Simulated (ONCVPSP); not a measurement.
**Potentials for Mg compared**

Generated with ld1.x 7.5 (TM, RRKJ, ultrasoft, PAW), atompaw 4.2 or ONCVPSP 4.0.1. The cutoff is in Ry: for ld1.x and atompaw files where the sum of valence levels is converged to 10 mRy in a Bessel basis, for ONCV files where the hardest occupied wave has 1 mHa per electron of residual kinetic energy. The error is the largest all-electron minus pseudo excitation energy over each file’s own four to seven test configurations (ionisations up to +4, promotions, holes and added fractions of an electron), all of which were solved. The labels leave out finer settings (local radius, basis sizes, second energies), which also bear on the numbers. Spin-polarised tests are not counted. The rows are a selection from randomly drawn settings: files with unsolved tests, undetermined cutoffs or missed reference levels are left out.

A true bound ghost makes a file unfit for plane-wave use even where its test errors are small: the radial tests pick states by their node count and pass the ghost by.

```tsv
potential	cutoff (Ry)	largest error (meV)	bound ghosts
ONCV, PW91, scalar-relativistic, rc 1.45/0.70 (sp), local smoothed, core correction no, reference 2s2 2p6 3s2, qcut 10.1/21.1, projectors 2/2	298	-177	none
ONCV, PBE, scalar-relativistic, rc 1.20/1.50/1.55 (spd), local smoothed, core correction no, reference 2s2 2p6 3s1 3p1, qcut 8.4/9.5/5.8, projectors 2/3/3	71	-2.3	none
ONCV, PBEsol, scalar-relativistic, rc 0.40/0.75/0.75 (spd), local smoothed, core correction yes, reference 2s2 2p6 3s2, qcut 27.2/15.4/12, projectors 2/1/2	622	+24	s
ONCV, PBEsol, scalar-relativistic, rc 1.00/0.60 (sp), local smoothed, core correction yes, reference 2s2 2p6 3s2, qcut 11/12, projectors 2/2	785	+41	none
```

Task: Fill in the row for Mg: ONCV, PBE, scalar-relativistic, rc 1.15/1.05/1.10 (spd), local smoothed, core correction no, reference 2s2 2p6 3s2, qcut 8/14.6/8.4, projectors 2/3/2.

Result: cutoff 150 Ry, largest error +169 meV, bound ghosts: none.

Task: Fill in the row for Mg: ONCV, PW91, scalar-relativistic, rc 1.05/1.10/1.05 (spd), local smoothed, core correction yes, reference 2s2 2p6 3s2, qcut 13.9/13.7/7.8, projectors 2/2/1.

Result: cutoff 135 Ry, largest error -1.1 meV, bound ghosts: none.

Task: Fill in the row for Mg: ONCV, LDA (Perdew-Wang 92), scalar-relativistic, rc 1.70/0.60 (sp), local smoothed, core correction yes, reference 2p6 3s1, qcut 3.1/11.8, projectors 2/2.

Result: cutoff 791 Ry, largest error +17 meV, bound ghosts: s.
